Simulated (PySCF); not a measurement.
Compound: C6H10OSSi.
Numbering: `[CH:1]#[C:2][C@@H:3]1[CH2:4][S@@:5](=[O:6])[C@H:7]1[SiH2:8][CH3:9]` (hydrogens: H10 on C1; H11 on C3; H12, H13 on C4; H14 on C7; H15, H16 on Si8; H17, H18, H19 on C9)

Geometry (GFN2-xTB, Å), atoms numbered from 1 in this order:
```
atom  x, y, z in Å
C1    -3.5694    1.1131   -0.0755
C2    -2.5424    0.6182   -0.4407
C3    -1.2885    0.0161   -0.8362
C4    -1.2803   -1.4935   -0.5806
S5    -0.4069   -1.2531    1.0420
O6     0.8578   -1.9939    1.0244
C7    -0.1574    0.3448    0.1490
Si8    1.5885    0.3901   -0.6174
C9     2.8566    0.5981    0.7664
H10   -4.4744    1.5487    0.2265
H11   -1.0713    0.2970   -1.8729
H12   -0.6318   -2.0413   -1.2577
H13   -2.2529   -1.9724   -0.5019
H14   -0.3653    1.2011    0.7899
H15    1.5613    1.5428   -1.5346
H16    1.8083   -0.8143   -1.4190
H17    2.8660   -0.2817    1.4029
H18    2.6397    1.4634    1.3876
H19    3.8528    0.7259    0.3556
```

Mayer bond orders were computed from the PBE0/pcSseg-1 density (PySCF). One conformer (not necessarily the lowest) at the GFN2-xTB geometry, without solvent, vibrations or thermal averaging.

Question: Rank these bonds by Mayer order, highest first.
A. C3–C4
B. S5–O6
C. S5–C7
D. C1–C2
E. C7–Si8

Answer: D (2.51), B (1.52), A (0.99), C (0.87), E (0.78).

Set the orders of all bonds between heavy atoms beside their lengths and the difference of the IAO charges at their ends.

```
  bond  Mayer order  length (Å)  q(first) − q(second) (e)
 C1–C2        2.506       1.197                    -0.208
 S5–O6        1.520       1.466                    +1.954
 C3–C4        0.991       1.531                    +0.281
Si8–C9        0.976       1.888                    +1.473
 C2–C3        0.964       1.446                    +0.087
 C7–C3        0.944       1.536                    -0.410
 C4–S5        0.876       1.858                    -1.479
 S5–C7        0.867       1.847                    +1.609
C7–Si8        0.778       1.907                    -1.292
```

Mayer orders depend on the basis set.

The run behind these numbers computed NMR shieldings as well. Time: 50 s of wall time; peak memory 1.1 GiB. Hardware: one thread of an Arm Neoverse V1, no GPU, shared host with 32 logical CPUs at a one-minute load of 27.
